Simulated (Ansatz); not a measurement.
Consider the substitution at a C–C bond: `OC(O)CF` + `[NH2][SnH3]` → `FC[NH][SnH3]` + `OCO`.

Gas-phase electronic energies from Ansatz, PBE0-D4/def2-TZVP geometries. CBS: MP2 limit from def2 TZ/QZ plus the TZ coupled-cluster correction, frozen cores. This one scheme is used for every species. Functionals use def2-TZVPP. B3LYP here is the variant with VWN-RPA as its local correlation; programs differ in this. Elements past krypton have def2 core potentials. For Sn outer-core shells are correlated without core-valence functions, which leaves a few kJ/mol of doubt a bond. Each species was taken in one conformer, which may not be the lowest.

```csv
level,ΔE (kcal/mol)
PBE0-D4,2.3
B3LYP-D4,1.5
B3LYP,1.7
SCS-MP2/def2-QZVPP,2.6
```

Q: What does CCSD(T)/CBS give? (Estimate.)

A: Ansatz gave: +3.1 kcal/mol. The listed levels differ from it by -0.8, -1.6, -1.4, -0.5 kcal/mol.

Largest T1 diagnostic among the species: 0.013.

From PBE to PBE0 (25 % exact exchange), in def2-TZVPP and without D4, ΔE moves by +0.9 kcal/mol.
